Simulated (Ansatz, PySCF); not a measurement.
B(Cl)(NHMe)(OH) (CH5BClNO), SMILES OB(NC)Cl.

Geometry optimised at B3LYP-D3(BJ)/def2-SVP. The values are those of a single conformer.

Vertical ionisation energy (IE) and electron affinity (EA) in eV. Rows of orbital energies are one-electron estimates. Where ΔSCF, EOM or ADC give a negative EA the extra electron is unbound and the value depends on the basis.

```csv
level,IE,EA
"−ε(HOMO), −ε(LUMO), HF/def2-TZVP (PySCF)",(withheld),(withheld)
"ΔSCF, PBE0/def2-TZVPD (Ansatz), final states of multiplicity 2 and 2",9.67,-0.63
```

Q: Some entries are withheld; supply them. (Estimate from the structure and the level; the computed values follow.)

A: 
- −ε(HOMO), −ε(LUMO), HF/def2-TZVP (PySCF), IE: 10.93
- −ε(HOMO), −ε(LUMO), HF/def2-TZVP (PySCF), EA: -2.99

Q: What vertical singlet–triplet gap does ΔSCF give with PBE0/def2-TZVPD (Ansatz, a program for electronic structure)? (The exact figures need the calculation; the answer reports its results.)

A: 6.00 eV (triplet above singlet where positive).
